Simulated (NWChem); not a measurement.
Molecule: ZnHF; SMILES [F][ZnH]

All runs: NWChem. The geometry was optimised at PBE0/def2-SVP.

Task: Taking TPSS/def2-QZVP as the yardstick, which of these has the fewest basis functions while keeping “highest occupied level (eV)” within 0.05 eV of it: TPSS/def2-SVP; TPSS/def2-TZVPP; TPSS/def2-TZVP; TPSS/def2-SVPD?

Result: TPSS/def2-SVPD.
```tsv
level	basis functions	highest occupied level (eV)	relative time (rough)
TPSS/def2-SVP	50	-7.55	1
TPSS/def2-SVPD	65	-8.34	1
TPSS/def2-TZVP	85	-8.35	2
TPSS/def2-TZVPP	109	-8.35	3
TPSS/def2-QZVP	171	-8.38	5
```

The yardstick is one finite set, not the basis-set limit.
